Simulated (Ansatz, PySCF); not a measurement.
This triplet is an excited state, 1.13 eV above the relaxed singlet at the level frozen-core CCSD(T)/cc-pVTZ // B3LYP-D3(BJ)/def2-TZVP (Ansatz, a first-principles code).

B3LYP has the VWN-RPA correlation part, as in Gaussian. 

Cartesian coordinates (Å):
SMILES: O=[CH][Ge][F]
```xyz
5

O     -1.8262    -0.5716     0.1974
C     -0.7478    -0.1143    -0.0463
Ge     1.0772    -0.5531     0.8292
F      2.0111     0.5857    -0.1711
H     -0.5143     0.6533    -0.8092
```
Charge 0, spin multiplicity 3.

Q: Predict the highest occupied spin orbital, total energy and dipole moment from PySCF 2.14.0 with B3LYP-D3(BJ)/def2-TZVP.

A: 
- highest occupied spin orbital: -5.53 eV
- total energy: -2290.8831 Ha
- dipole moment: 0.54 D
